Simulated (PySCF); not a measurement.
H3MnO5, SMILES [OH][Mn](=[O])([OH])(=[O])[OH], multiplicity 1.

Geometry optimised at B3LYP-D3(BJ)/def2-SVP. The spin state was assumed, not searched. One conformer was computed; it need not be the lowest.

Two levels are set side by side: PBE/def2-TZVP (PySCF) and PBE0/def2-TZVP (PySCF). Same geometry, gas phase. Differences are taken from unrounded values.

| quantity | PBE |
|---|---|
| orbital gap (eV) | 1.13 |
| highest occupied level (eV) | -7.40 |
| lowest empty level (eV) | -6.27 |
| dipole moment (D) | 1.32 |
| mean polarisability (bohr³) | 58.3 |

**Question.** These are the PBE values. What does PBE0 give? (An estimate is asked for; the answer gives what the named calculation found.)

**Answer.** 
```tsv
quantity	PBE0	PBE minus PBE0
orbital gap (eV)	3.45	-2.33
highest occupied level (eV)	-9.15	1.75
lowest empty level (eV)	-5.70	-0.57
dipole moment (D)	1.34	-0.02
mean polarisability (bohr³)	57.1	1.2
```

Without exact exchange PBE keeps part of each electron's self-repulsion, which lifts occupied levels and narrows the gap. Differences between two approximate levels are no errors against the true value.

Rough cost on one machine, each run with all the roots and properties that it gave: PBE0 against PBE within a factor of 2.
